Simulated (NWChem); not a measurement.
System: C4H7F; SMILES CC(C)=CF

NWChem printed, in part:

```
             Northwest Computational Chemistry Package (NWChem) 7.3.0
             --------------------------------------------------------

                             Geometry "geometry" -> ""
                             -------------------------

 Output coordinates in angstroms (scale by  1.889725989 to convert to a.u.)

  No.       Tag          Charge          X              Y              Z
 ---- ---------------- ---------- -------------- -------------- --------------
    1 C                    6.0000     0.79035700    -1.69847200     0.00000000
    2 C                    6.0000     0.03112200    -0.39713800     0.00000000
    3 C                    6.0000    -1.47321500    -0.45886100     0.00000000
    4 C                    6.0000     0.69349800     0.75810700     0.00000000
    5 F                    9.0000     0.06680800     1.95944900     0.00000000
    6 H                    1.0000     1.87461500    -1.54379800     0.00000000
    7 H                    1.0000     0.53580600    -2.30272500     0.88152800
    8 H                    1.0000     0.53580600    -2.30272500    -0.88152800
    9 H                    1.0000    -1.91513100     0.53996200     0.00000000
   10 H                    1.0000    -1.84206500    -1.00077000    -0.88150200
   11 H                    1.0000    -1.84206500    -1.00077000     0.88150200
   12 H                    1.0000     1.77432100     0.86434400     0.00000000

 Effective nuclear repulsion energy (a.u.)     172.9479514651

                                 NWChem DFT Module
                                 -----------------

 Summary of "ao basis" -> "ao basis" (spherical)
 ------------------------------------------------------------------------------
       Tag                 Description            Shells   Functions and Types
 ---------------- ------------------------------  ------  ---------------------
 C                           6-31g*                  6       14   3s2p1d
 F                           6-31g*                  6       14   3s2p1d
 H                           6-31g*                  2        2   2s

 in cosmo_initialize ...
 calling solv_data for solv:h2o

 solvent parameters
 solvname_short: h2o
 solvname_long:  water
 dielec:       78.4000
 dielecinf:     1.7769
 aqueous SMD model solvent descriptors
 dielec:       78.4000
 sola:          0.8200

          ---------------
          -cosmo- solvent
          ---------------
 Cosmo: York-Karplus, doi: 10.1021/jp992097l
 dielectric constant -eps-     =  78.40
 screen = (eps-1)/(eps    )    =   0.98724
 surface charge correction     = lagrangian

   van der Waals surface
 --------------------------

 ---------- ATOMIC COORDINATES (A.U.) ------------ VDWR(ANG.) --
     1    1.49355816   -3.20964668    0.00000000     1.850
     2    0.05881205   -0.75048200    0.00000000     1.850
     3   -2.78397267   -0.86712156    0.00000000     1.850
     4    1.31052119    1.43261450    0.00000000     1.850
     5    0.12624881    3.70282170    0.00000000     1.730
     6    3.54250868   -2.91735520    0.00000000     1.200
     7    1.01252652   -4.35151928    1.66584637     1.200
     8    1.01252652   -4.35151928   -1.66584637     1.200
     9   -3.61907282    1.02038022    0.00000000     1.200
    10   -3.48099810   -1.89118108   -1.66579724     1.200
    11   -3.48099810   -1.89118108    1.66579724     1.200
    12    3.35298051    1.63337332    0.00000000     1.200
 number of segments per atom =        128
 number of   points per atom =        128
 atom (   nspa,  nppa )
 ----------------------
    1 (     54,     0 )       0
    2 (     26,     0 )       0
    3 (     60,     0 )       0
    4 (     50,     0 )       0
    5 (     84,     0 )       0
    6 (     54,     0 )       0
    7 (     56,     0 )       0
    8 (     56,     0 )       0
    9 (     48,     0 )       0
   10 (     53,     0 )       0
   11 (     53,     0 )       0
   12 (     54,     0 )       0
 number of -cosmo- surface points =      648
 molecular surface =    116.144 angstrom**2
 molecular volume  =     90.293 angstrom**3
 -lineq- algorithm             =   0
 -bem- low  level              =   3
 -bem- from -octahedral-
 gaussian surface charge width =   4.50000
 degree of switching           =   1.00000
 switching function tolerance  =   0.00010
 atomic radii =
 --------------
    1  6.000  1.850
    2  6.000  1.850
    3  6.000  1.850
    4  6.000  1.850
    5  9.000  1.730
    6  1.000  1.200
    7  1.000  1.200
    8  1.000  1.200
    9  1.000  1.200
   10  1.000  1.200
   11  1.000  1.200
   12  1.000  1.200
 ...... end of -cosmo- initialization ......

 nat:                    12
 ixmem:                  7844
 calling mnsol_interface()
 G(SMD-CDS) energy (kcal/mol)  =     4.010
 SMD-CDS SASA (angstrom**2)    =   142.732

            General Information
            -------------------
          SCF calculation type: DFT
          Wavefunction type:  closed shell.
          No. of atoms     :    12
          No. of electrons :    40
           Alpha electrons :    20
            Beta electrons :    20
          Charge           :     0
          Spin multiplicity:     1
          Use of symmetry is: off; symmetry adaption is: off
          Maximum number of iterations: 150
          AO basis - number of functions:    84
                     number of shells:    44
          Convergence on energy requested:  1.00D-06
          Convergence on density requested:  1.00D-05
          Convergence on gradient requested:  5.00D-04

              XC Information
              --------------
                         B3LYP Method XC Potential
                     Hartree-Fock (Exact) Exchange  0.200
                        Slater Exchange Functional  0.800 local
                    Becke 1988 Exchange Functional  0.720 non-local
              Lee-Yang-Parr Correlation Functional  0.810
                  VWN I RPA Correlation Functional  0.190 local

             Grid Information
             ----------------
          Grid used for XC integration:  medium
          Radial quadrature: Mura-Knowles
          Angular quadrature: Lebedev.
          Tag              B.-S. Rad. Rad. Pts. Rad. Cut. Ang. Pts.
          ---              ---------- --------- --------- ---------
          C                   0.70       49          10.0       434
          F                   0.50       49          11.0       434
          H                   0.35       45          11.0       434
          Grid pruning is: on
          Number of quadrature shells:   560
          Spatial weights used:  Erf1

      Superposition of Atomic Density Guess
      -------------------------------------

 Sum of atomic energies:        -253.50097639

      Non-variational initial energy
      ------------------------------

 Total energy =    -256.306517
 1-e energy   =    -687.762032
 2-e energy   =     258.507563
 HOMO         =      -0.243426
 LUMO         =       0.074377

   convergence    iter        energy       DeltaE   RMS-Dens  Diis-err
 ---------------- ----- ----------------- --------- --------- ---------
     COSMO gas phase
 d= 0,ls=0.0,diis     1   -256.3889773774 -4.29D+02  1.12D-02  5.54D-01
 d= 0,ls=0.0,diis     2   -256.4057074780 -1.67D-02  6.03D-03  5.13D-01
 d= 0,ls=0.0,diis     3   -256.4484909537 -4.28D-02  1.66D-03  6.42D-02
 d= 0,ls=0.0,diis     4   -256.4542200196 -5.73D-03  5.38D-04  1.86D-03
 d= 0,ls=0.0,diis     5   -256.4543984531 -1.78D-04  2.11D-04  5.80D-04
  Resetting Diis
 d= 0,ls=0.0,diis     6   -256.4544654693 -6.70D-05  5.39D-05  2.67D-05
 d= 0,ls=0.0,diis     7   -256.4544687065 -3.24D-06  1.71D-05  5.24D-07
 d= 0,ls=0.0,diis     8   -256.4544686904  1.61D-08  8.75D-06  7.26D-07

   convergence    iter        energy       DeltaE   RMS-Dens  Diis-err
 ---------------- ----- ----------------- --------- --------- ---------
     COSMO solvation phase
 d= 0,ls=0.0,diis     1   -256.4517166211  2.75D-03  1.45D-03  1.53D-03
 d= 0,ls=0.0,diis     2   -256.4521337349 -4.17D-04  3.46D-04  1.03D-03
 d= 0,ls=0.0,diis     3   -256.4522170730 -8.33D-05  1.29D-04  1.75D-04
 d= 0,ls=0.0,diis     4   -256.4522316226 -1.45D-05  5.12D-05  2.90D-05
 d= 0,ls=0.0,diis     5   -256.4522351860 -3.56D-06  9.23D-06  9.37D-07
 d= 0,ls=0.0,diis     6   -256.4522352868 -1.01D-07  2.93D-06  1.91D-07

         Total DFT energy =     -256.452235286833
      One electron energy =     -692.141544588442
           Coulomb energy =      297.405413216888
    Exchange-Corr. energy =      -34.815704315965
 Nuclear repulsion energy =      172.947951465098

             COSMO energy =        0.151648935587

 Numeric. integr. density =       39.999981862626

                                COSMO-SMD solvation results
                                ---------------------------

             internal energy in gas <Psi(g)|H|Psi(g)> =      -256.454468690365
         internal energy in solvent <Psi(s)|H|Psi(s)> =      -256.453835774070
                               delta internal energy  =         0.000632916295 (    0.40 kcal/mol)
   total free energy in solvent <Psi(s)|H+V/2|Psi(s)> =      -256.458625523021
 polarization energy contribution <Psi(s)|V/2|Psi(s)> =        -0.004789748950 (   -3.01 kcal/mol)
    total free energy in solvent including G(SMD-CDS) =      -256.452235286833
                       G(SMD-CDS) energy contribution =         0.006390236188 (    4.01 kcal/mol)
     1 M fixed-concentration free energy of solvation =         0.002233403532 (    1.40 kcal/mol)

                       DFT Final Molecular Orbital Analysis
                       ------------------------------------

 Vector   18  Occ=2.000000D+00  E=-3.585828D-01
              MO Center= -2.5D-01, -5.1D-02,  3.5D-09, r^2= 3.5D+00
   Bfn.  Coefficient  Atom+Function         Bfn.  Coefficient  Atom+Function
  ----- ------------  ---------------      ----- ------------  ---------------
    18      0.302379   2 C  py               32     -0.243233   3 C  py
     4     -0.229234   1 C  py               59      0.222499   5 F  px
    78     -0.195777   9 H  s                60      0.189098   5 F  py
    45     -0.173991   4 C  px               77     -0.174123   9 H  s
    63      0.158229   5 F  px                3      0.149483   1 C  px

 Vector   19  Occ=2.000000D+00  E=-3.472866D-01
              MO Center=  1.0D-01, -1.5D-01, -4.0D-10, r^2= 3.6D+00
   Bfn.  Coefficient  Atom+Function         Bfn.  Coefficient  Atom+Function
  ----- ------------  ---------------      ----- ------------  ---------------
    17      0.310371   2 C  px               31     -0.298818   3 C  px
    59      0.266316   5 F  px                3     -0.231704   1 C  px
    63      0.187931   5 F  px               35     -0.185051   3 C  px
    84     -0.183956  12 H  s                45     -0.171607   4 C  px
    72     -0.163027   6 H  s                71     -0.158481   6 H  s

 Vector   20  Occ=2.000000D+00  E=-2.351040D-01
              MO Center=  2.3D-01,  1.5D-01,  5.4D-10, r^2= 2.4D+00
   Bfn.  Coefficient  Atom+Function         Bfn.  Coefficient  Atom+Function
  ----- ------------  ---------------      ----- ------------  ---------------
    47      0.387492   4 C  pz               19      0.368104   2 C  pz
    23      0.269941   2 C  pz               61     -0.264062   5 F  pz
    51      0.252581   4 C  pz               65     -0.215924   5 F  pz
    74     -0.130508   7 H  s                76      0.130508   8 H  s
    80      0.110080  10 H  s                82     -0.110080  11 H  s

 Vector   21  Occ=0.000000D+00  E= 3.410554D-02
              MO Center=  2.3D-01,  3.4D-02, -2.2D-09, r^2= 2.7D+00
   Bfn.  Coefficient  Atom+Function         Bfn.  Coefficient  Atom+Function
  ----- ------------  ---------------      ----- ------------  ---------------
    51     -0.570796   4 C  pz               23      0.542028   2 C  pz
    47     -0.451416   4 C  pz               19      0.429649   2 C  pz
    80      0.292763  10 H  s                82     -0.292763  11 H  s
    74     -0.244335   7 H  s                76      0.244335   8 H  s
    65      0.174025   5 F  pz               61      0.172470   5 F  pz

 Vector   22  Occ=0.000000D+00  E= 1.088409D-01
              MO Center= -1.7D-01, -1.3D+00, -4.9D-09, r^2= 6.0D+00
   Bfn.  Coefficient  Atom+Function         Bfn.  Coefficient  Atom+Function
  ----- ------------  ---------------      ----- ------------  ---------------
     6      1.600565   1 C  s                34      1.386461   3 C  s
    74     -0.802302   7 H  s                76     -0.802302   8 H  s
    80     -0.798086  10 H  s                82     -0.798086  11 H  s
    72     -0.757248   6 H  s                84     -0.509556  12 H  s
    78     -0.505571   9 H  s                 8     -0.405935   1 C  py

 Vector   23  Occ=0.000000D+00  E= 1.282524D-01
              MO Center= -1.1D-02, -1.5D-01,  7.8D-09, r^2= 5.2D+00
   Bfn.  Coefficient  Atom+Function         Bfn.  Coefficient  Atom+Function
  ----- ------------  ---------------      ----- ------------  ---------------
    34     -1.379154   3 C  s                 6      1.314548   1 C  s
    50      0.633491   4 C  py               74     -0.625689   7 H  s
    76     -0.625689   8 H  s                78      0.520781   9 H  s
    62     -0.507871   5 F  s                80      0.468054  10 H  s
    82      0.468054  11 H  s                20      0.390555   2 C  s

     Multipole analysis of the density
     ---------------------------------

     L   x y z        total         alpha         beta         nuclear
     -   - - -        -----         -----         ----         -------
     0   0 0 0     -0.000000    -20.000000    -20.000000     40.000000

     1   1 0 0      0.200301      0.125538      0.125538     -0.050775
     1   0 1 0     -0.747008     -0.477793     -0.477793      0.208579
     1   0 0 1     -0.000000     -0.000000     -0.000000      0.000000

     2   2 0 0    -20.474419    -77.002692    -77.002692    133.530965
     2   1 1 0      0.589507      1.928649      1.928649     -3.267790
     2   1 0 1     -0.000000     -0.000000     -0.000000      0.000000
     2   0 2 0    -23.750065   -143.204357   -143.204357    262.658649
     2   0 1 1     -0.000000     -0.000000     -0.000000      0.000000
     2   0 0 2    -22.933865    -17.016857    -17.016857     11.099849
```

Level: B3LYP/6-31G* (spherical d), SMD on the gas-phase geometry. All runs use the structure optimised with B3LYP/6-31G* (spherical d). Solvent: water.

Question: Which NWChem input produces such a log?

Answer: This is not unique; one that fits is the input that was run:
```
start job
memory heap 200 mb stack 900 mb global 1100 mb
geometry units angstroms noautosym nocenter noautoz
  C      0.790357    -1.698472     0.000000
  C      0.031122    -0.397138     0.000000
  C     -1.473215    -0.458861     0.000000
  C      0.693498     0.758107     0.000000
  F      0.066808     1.959449     0.000000
  H      1.874615    -1.543798     0.000000
  H      0.535806    -2.302725     0.881528
  H      0.535806    -2.302725    -0.881528
  H     -1.915131     0.539962     0.000000
  H     -1.842065    -1.000770    -0.881502
  H     -1.842065    -1.000770     0.881502
  H      1.774321     0.864344     0.000000
end
basis spherical
  * library 6-31g*
end
dft
  xc b3lyp
  iterations 150
end
cosmo
  do_cosmo_smd true
  solvent water
end
task dft energy
```
